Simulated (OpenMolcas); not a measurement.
**Multiconfigurational calculation on Ba II**

Input:

```
&GATEWAY
Coord
1

Ba 0.0 0.0 0.0
Basis=ANO-RCC-VQZP
Group=XYZ
NoMove
AngMom=0.0 0.0 0.0
AMFI
&SEWARD
&RASSCF
FileOrb=start.orb
Symmetry=1
Spin=2
nActEl=1 0 0
Inactive=15 12
Ras2=1 3
CIRoot=1 1 1
SDav=1
CIMx=300
Iter=120 100
PrWF=0.3
OrbListing=Nothing
MaxOrb=0
Atom
>>> COPY $Project.JobIph JOB001
&RASSCF
FileOrb=start.orb
Symmetry=2
Spin=2
nActEl=1 0 0
Inactive=15 12
Ras2=1 3
CIRoot=3 3 1
SDav=3
CIMx=300
Iter=120 100
PrWF=0.3
OrbListing=Nothing
MaxOrb=0
Atom
>>> COPY $Project.JobIph JOB002
&RASSI
NrOfJobIphs=2 1 3
1
1 2 3
IphNames
JOB001
JOB002
EJob
SpinOrbit
DIPRint=1.0
SOCoupling=1000.0
Subsets=2
MEES
Property=10
'ANGMOM' 1 'ANGMOM' 2 'ANGMOM' 3 'MLTPL  1' 1 'MLTPL  1' 2 'MLTPL  1' 3
'AMFI' 1 'AMFI' 2 'AMFI' 3 'MLTPL  2' 6
SOProperty=3
'ANGMOM' 1 'ANGMOM' 2 'ANGMOM' 3
```

Launched by
```bash
OMP_NUM_THREADS=1 MOLCAS_MEM=2252 MOLCAS_PROJECT=a pymolcas a.inp > a.log  # once for each step of the input, in one work folder
```

A driver script runs the steps one by one and writes start.orb anew before each from the orbitals found so far.

Output, cut to the results:

```
--- SEWARD ---
Basis set label: BA.ANO-RCC...9S8P5D3F2G.

      Electronic valence basis set:
      ------------------
      Associated Effective Charge  56.000000 au
      Associated Actual Charge     56.000000 au
      Nuclear Model: Point charge

      Shell  nPrim  nBasis  Cartesian Spherical Contaminant
         s      26       9        X
         p      22       8        X
         d      15       5                 X
         f       4       3                 X
         g       2       2                 X
                  Relativistic Douglas-Kroll-Hess integrals:
                    - DKH order of Hamiltonian: 2
                    - DKH order of Properties : 0
                  Atomic mean-field integrals
--- RASSCF ---
Wave function specifications:
      -----------------------------

      Number of closed shell electrons          54
      Number of electrons in active shells       1
      Max number of holes in RAS1 space          0
      Max nr of electrons in RAS3 space          0
      Number of inactive orbitals               27
      Number of active orbitals                  4
      Number of secondary orbitals              66
      Spin quantum number                      0.5
      State symmetry                             1
Orbital specifications:
      -----------------------

      Symmetry species                           1   2
                                                ag  au
      Frozen orbitals                            0   0
      Inactive orbitals                         15  12
      Active orbitals                            1   3
      RAS1 orbitals                              0   0
      RAS2 orbitals                              1   3
      RAS3 orbitals                              0   0
      Secondary orbitals                        36  30
      Deleted orbitals                           0   0
      Number of basis functions                 52  45
      Number of CSFs                             1
      Number of root(s) required                 1
      Iter CI   SX   CI       RASSCF       Energy    max ROT     max BLB   max BLB  Level Ln srch  Step   QN
          iter iter root      energy       change     param      element    value   shift minimum  type update
 Nr of preliminary CI iterations:   1
 ###############################################################################
 ###############################################################################
 ###                                                                         ###
 ###                                                                         ###
 ###    WARNING: Problems in orbital optimization.                           ###
 ###                                                                         ###
 ###                                                                         ###
 ###############################################################################
 ###############################################################################
  Warning: In symmetry  2, orbital p=  13 has diagonal density matrix element D(p,p) close to zero. D(p,p)=  0.000000E+00
  Warning: In symmetry  2, orbital p=  14 has diagonal density matrix element D(p,p) close to zero. D(p,p)=  0.000000E+00
        ...
  Warning: In symmetry  2, orbital p=  13 has diagonal density matrix element D(p,p) close to zero. D(p,p)=  0.000000E+00
  Warning: In symmetry  2, orbital p=  14 has diagonal density matrix element D(p,p) close to zero. D(p,p)=  0.000000E+00
  Warning: In symmetry  2, orbital p=  15 has diagonal density matrix element D(p,p) close to zero. D(p,p)=  0.000000E+00
        4   1    3    1  -128.97786505   -2.27E-11  -9.77E-07   16  18 1 -9.37E-07   0.50   0.00    SX    NO
      Convergence after  4 iterations
        5   1    3    1  -128.97786505    7.28E-12  -9.77E-07   16  18 1 -5.98E-07   0.50   0.00    SX    NO
      Natural orbitals and occupation numbers for root  1
      sym 1:   1.000000
      sym 2:   0.000000   0.000000   0.000000
::    RASSCF root number  1 Total energy:  -8128.97786505
--- RASSCF ---
Wave function specifications:
      -----------------------------

      Number of closed shell electrons          54
      Number of electrons in active shells       1
      Max number of holes in RAS1 space          0
      Max nr of electrons in RAS3 space          0
      Number of inactive orbitals               27
      Number of active orbitals                  4
...
--- RASSI ---
SPIN-FREE ENERGIES:
  (Shifted by EMIN (a.u.) =      -8128.9778650471)

 SF State       Relative EMIN(au)   Rel lowest level(eV)    D:o, cm**(-1)      L_eff

     1             0.0000000000        0.0000000000              0.0000         0.0
     2             0.0870957351        2.3699956888          19115.3044         1.0
     3             0.0870957351        2.3699956888          19115.3044         1.0
     4             0.0870957351        2.3699956888          19115.3044         1.0
     Dipole printing threshold changed to   1.00000000E+00

++ Dipole transition strengths (spin-free states):
   -----------------------------------------------
     for osc. strength at least  1.00000000E+00

  ( Max oscillator strength is only   0.43897015025630803      )
--
Eigenvalues of complex Hamiltonian:
   -----------------------------------
  (Shifted by EMIN (a.u.) =      -8128.9778650471)

 SO State       Relative EMIN(au)   Rel lowest level(eV)    D:o, cm**(-1)     J-value

     1             0.0000000000        0.0000000000              0.0000         0.4
     2             0.0000000000        0.0000000000              0.0000         0.4
     3             0.0836001870        2.2748769779          18348.1202         0.4
     4             0.0836001870        2.2748769779          18348.1202         0.4
     5             0.0888435092        2.4175550442          19498.8964         1.4
     6             0.0888435092        2.4175550442          19498.8964         1.4
     7             0.0888435092        2.4175550442          19498.8964         0.8
     8             0.0888435092        2.4175550442          19498.8964         0.8
Weights of the five most important spin-orbit-free states for each spin-orbit state.

 SO State  Total energy (au)           Spin-free states, spin, and weights
 -------------------------------------------------------------------------------------------------------
...
```

The J values that RASSI prints are effective ones from its own formula and need not be integers or half-integers; the table below assigns J from the states.

Levels above the lowest, from the spin-orbit matrix, grouped by J:

| Configuration | Term | J | E (eV) | Measured (eV) | g | Term weight % |
| --- | --- | --- | --- | --- | --- | --- |
| 6s | 2S | 1/2 | 0.0000 | 0.0000 | 2.002 | 100 |
| 6p | 2P* | 1/2 | 2.2749 | 2.5121 | 0.666 | 100 |
| 6p | 2P* | 3/2 | 2.4176 | 2.7218 | 1.334 | 100 |

Against the 2 measured excited levels shown (NIST Handbook of Basic Atomic Spectroscopic Data) the mean absolute deviation is 2200 cm-1; the largest miss in energy is 6p 2P* 3/2: computed 2.4176, measured 2.7218 eV (-11.2 %).

ANO sets are built for ground and valence states and can reach diffuse excited orbitals poorly. With one active electron the reference holds no correlation, so core polarisation is missing. Computed and measured levels are paired by configuration, term and J; levels that our copy of the source lacks, or whose pairing is in doubt (as where it misses far off the trend of its configuration), stay unpaired and out of the deviations. Levels of configurations outside the active space are missing.

The RASSCF and RASSI steps took 12 s on 1 thread of Arm Neoverse V1 (shared host); the integral step is not counted.

The term weight is that of the spin-free term in the level, not the purity of its configuration. * marks odd parity.
